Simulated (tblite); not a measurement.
Species: C₃H₁₀BN.
Bonds: C1–B2, B2–N3, N3–C4, C4–C5. Hydrogens: H6, H7, H8 on C1; H9 on B2; H10 on N3; H11, H12 on C4; H13, H14, H15 on C5.

Computed with GFN2-xTB (tblite), gas phase: Langevin dynamics at 600 K from the optimised GFN2-xTB geometry, time step 0.5 fs, friction 0.01 fs⁻¹, 2000 steps.

Start geometry:
```
atom  x, y, z in Å
C1     -2.565    0.372    0.152
B2     -1.224   -0.391    0.516
N3     -0.058   -0.102   -0.163
C4      1.256   -0.670    0.037
C5      2.264    0.383    0.493
H6     -2.959    0.900    1.020
H7     -2.447    1.099   -0.649
H8     -3.341   -0.328   -0.154
H9     -1.197   -1.212    1.355
H10    -0.052    0.608   -0.882
H11     1.608   -1.128   -0.897
H12     1.173   -1.454    0.792
H13     2.363    1.167   -0.256
H14     3.239   -0.071    0.650
H15     1.934    0.836    1.425
```

The statistics below take the 31 frames saved every 25 fs from 250 to 1000 fs; their kinetic temperature (all 3N coordinates) averages 594 K.

**Question.** How do the bond lengths spread?

**Answer.** 
```tsv
bond	start (Å)	mean (Å)	standard deviation (Å)	shortest (Å)	longest (Å)
C1–B2	1.585	1.593	0.057	1.492	1.743
B2–N3	1.380	1.414	0.036	1.338	1.508
N3–C4	1.445	1.456	0.037	1.353	1.548
C4–C5	1.528	1.545	0.053	1.454	1.689
C1–H6	1.089	1.093	0.039	1.032	1.180
C1–H7	1.089	1.092	0.032	1.023	1.168
C1–H8	1.089	1.102	0.064	0.972	1.254
B2–H9	1.175	1.193	0.061	1.041	1.295
N3–H10	1.011	1.017	0.025	0.979	1.079
C4–H11	1.098	1.100	0.034	1.036	1.173
C4–H12	1.091	1.106	0.048	1.027	1.222
C5–H13	1.089	1.091	0.033	1.009	1.172
C5–H14	1.087	1.100	0.045	1.025	1.188
C5–H15	1.087	1.094	0.040	1.017	1.175
```

**Question.** Give the same statistics for bond angles, one of each kind.

**Answer.** 
```csv
angle,start (°),mean (°),standard deviation (°),smallest (°),largest (°)
B2–C1–H6,110.9,111.4,8.2,90.6,129.3
B2–C1–H7,113.5,110.4,6.4,97.0,125.7
H6–C1–H7,107.5,109.0,5.3,98.9,120.4
H6–C1–H8,106.1,108.3,8.4,94.0,124.0
C1–B2–N3,120.1,119.9,5.9,106.6,130.7
C1–B2–H9,121.3,122.0,6.0,111.8,133.0
N3–B2–H9,118.6,116.5,5.5,106.6,127.9
B2–N3–C4,128.1,126.6,6.3,116.0,145.3
B2–N3–H10,120.1,122.0,6.7,107.4,135.7
C4–N3–H10,111.7,108.0,4.6,100.1,121.9
N3–C4–C5,111.7,113.1,7.4,99.5,128.9
N3–C4–H11,109.7,110.5,4.9,98.9,121.8
N3–C4–H12,108.0,105.8,3.7,99.3,114.6
C5–C4–H11,109.3,108.5,3.8,101.3,116.1
```

**Question.** How far does each atom move about its mean position (frames aligned on the start, all atoms weighted alike), and what rms force does it feel?

**Answer.** 
```csv
atom,rms displacement (Å),rms force (eV/Å)
C1,0.10,2.83
B2,0.17,2.65
N3,0.21,2.42
C4,0.20,2.88
C5,0.21,2.62
H6,0.87,1.37
H7,0.83,1.15
H8,0.94,2.19
H9,0.35,1.56
H10,0.37,1.15
H11,0.42,1.13
H12,0.47,1.51
H13,0.49,1.25
H14,0.52,1.46
H15,0.56,1.41
```

The displacements run from 0.10 to 0.94 Å, the largest at H8.

**Question.** Follow the torsions C1–B2–N3–C4 and B2–N3–C4–C5 through every second one of these frames.

**Answer.** 
```json
{"t (fs)": "250", "C1–B2–N3–C4 (°)": "-178", "B2–N3–C4–C5 (°)": "-115"}
{"t (fs)": "300", "C1–B2–N3–C4 (°)": "166", "B2–N3–C4–C5 (°)": "-125"}
{"t (fs)": "350", "C1–B2–N3–C4 (°)": "-167", "B2–N3–C4–C5 (°)": "-123"}
{"t (fs)": "400", "C1–B2–N3–C4 (°)": "-170", "B2–N3–C4–C5 (°)": "-112"}
{"t (fs)": "450", "C1–B2–N3–C4 (°)": "162", "B2–N3–C4–C5 (°)": "-109"}
{"t (fs)": "500", "C1–B2–N3–C4 (°)": "168", "B2–N3–C4–C5 (°)": "-119"}
{"t (fs)": "550", "C1–B2–N3–C4 (°)": "169", "B2–N3–C4–C5 (°)": "-112"}
{"t (fs)": "600", "C1–B2–N3–C4 (°)": "-177", "B2–N3–C4–C5 (°)": "-134"}
{"t (fs)": "650", "C1–B2–N3–C4 (°)": "177", "B2–N3–C4–C5 (°)": "-131"}
{"t (fs)": "700", "C1–B2–N3–C4 (°)": "-176", "B2–N3–C4–C5 (°)": "-130"}
{"t (fs)": "750", "C1–B2–N3–C4 (°)": "168", "B2–N3–C4–C5 (°)": "-101"}
{"t (fs)": "800", "C1–B2–N3–C4 (°)": "-174", "B2–N3–C4–C5 (°)": "-92"}
{"t (fs)": "850", "C1–B2–N3–C4 (°)": "170", "B2–N3–C4–C5 (°)": "-81"}
{"t (fs)": "900", "C1–B2–N3–C4 (°)": "169", "B2–N3–C4–C5 (°)": "-95"}
{"t (fs)": "950", "C1–B2–N3–C4 (°)": "177", "B2–N3–C4–C5 (°)": "-148"}
{"t (fs)": "1000", "C1–B2–N3–C4 (°)": "170", "B2–N3–C4–C5 (°)": "-173"}
```

Largest departure from the start value over all these frames: C1–B2–N3–C4 17° (start 179°), B2–N3–C4–C5 56° (start -117°).

**Question.** How widely does the potential energy scatter, against a harmonic estimate?

**Answer.** Mean 1.05 eV above the start, standard deviation 0.198 eV, range 0.71 to 1.55 eV. For 39 classical harmonic modes at 600 K the canonical values are 39kT/2 = 1.01 eV and kT·√(39/2) = 0.228 eV.

The run is classical and short, so these are rough statistics of one trajectory.

What follows is the cost of the whole dynamics run. Time: 12 s; peak memory 0.18 GiB. Hardware: Arm Neoverse N1, one thread, no GPU (shared host).
